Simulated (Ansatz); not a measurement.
Frontier orbitals of `NB(F)[TeH]`.

```json
{"atom": "N1", "x (Å)": "0.4851", "y (Å)": "-0.1216", "z (Å)": "0.8940"}
{"atom": "B2", "x (Å)": "-0.5198", "y (Å)": "-0.4560", "z (Å)": "-0.0057"}
{"atom": "F3", "x (Å)": "-1.3904", "y (Å)": "-1.4191", "z (Å)": "0.3080"}
{"atom": "Te4", "x (Å)": "-0.8057", "y (Å)": "0.4892", "z (Å)": "-1.9507"}
{"atom": "H5", "x (Å)": "1.1708", "y (Å)": "0.5900", "z (Å)": "0.7233"}
{"atom": "H6", "x (Å)": "0.5733", "y (Å)": "-0.5901", "z (Å)": "1.7811"}
{"atom": "H7", "x (Å)": "0.4866", "y (Å)": "1.5077", "z (Å)": "-1.7499"}
```

Charge 0, multiplicity 1. Correlated methods include outer-core shells of Te, which these sets cover unevenly. Te: def2 effective core potential. All single points use the PBE0-D4/def2-TZVP geometry. It is one conformer, not always the lowest. Basis def2-TZVPP, the Gaussian-basis code of Ansatz.

Orbital energies of one run (eV). Highest occupied ones, from the top: -7.33, -9.48, -10.33, -11.20, -14.33, -14.96, -16.09, -16.30, -17.75, -19.70, -27.45, -37.26, -46.72, -46.72. Empty: 0.44, 1.18, 1.78, 2.06, 2.82, 2.98.

Question: Which functional gave them?
A. PBE0
B. ωB97X-V
C. BHLYP
D. LC-ωPBE

Answer: C. HOMO energies: BHLYP -7.33, LC-ωPBE -8.95, ωB97X-V -8.63, PBE0 -6.44 eV.

LC-ωPBE has ω = 0.4 bohr⁻¹.
